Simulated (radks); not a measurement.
Question: All-electron atom: Mo+ in [Kr] 4d5. All-electron calculation, scalar-relativistic Kohn-Sham, r2SCAN, spin-polarised, spherical densities, finite nucleus; open shells are filled with parallel spins first (spin-orbit coupling, left out, can overturn this in heavy ions); meta-GGA in the generalised Kohn-Sham scheme; Fermi nuclear charge, rms radius 4.4091 fm; hard spherical wall at 5 bohr. Program: a radial shooting solver on a logarithmic mesh with Libxc functionals. Some entries of the table are withheld. Estimate them.

| orbital | occ. | eigenvalue (eV) | r(max) (bohr) |
|---|---|---|---|
| 1s down | 1 | -19870.63 | 0.02287 |
| 1s up | 1 | -19870.59 | 0.02287 |
| 2s up | 1 | -2822.875 | 0.1295 |
| 2s down | 1 | -2822.131 | 0.1295 |
| 2p up | 3 | -2521.458 | 0.1036 |
| 2p down | 3 | -2520.929 | 0.1036 |
| 3s up | 1 | -489.7845 | 0.3829 |
| 3s down | 1 | -489.5619 | 0.3831 |
| 3p up | 3 | -390.1013 | 0.3768 |
| 3p down | 3 | -389.8063 | 0.3770 |
| 3d up | 5 | -228.5008 | 0.3234 |
| 3d down | 5 | -227.9133 | 0.3237 |
| 4s up | 1 | -72.7752 | 0.9970 |
| 4s down | 1 | -69.2601 | 0.9869 |
| 4p up | 3 | -46.5362 | 1.081 |
| 4p down | 3 | -42.4941 | 1.068 |
| 4d up | 5 | -10.6718 | 1.389 |
| 5s up | 0 | -8.0607 | 2.620 |
| 4d down | 0 | -5.5958 | 1.353 |
| 5s down | 0 | -3.2250 | 2.765 |
| 5p up | 0 | (1) | 2.961 |
| 5p down | 0 | (2) | 3.120 |
| 4f up | 0 | 10.9694 | (3) |
| 4f down | 0 | 15.0835 | (4) |

Answer: 
(1) 5p up eigenvalue (eV): -1.6278
(2) 5p down eigenvalue (eV): 2.6381
(3) 4f up r(max) (bohr): 3.128
(4) 4f down r(max) (bohr): 3.332
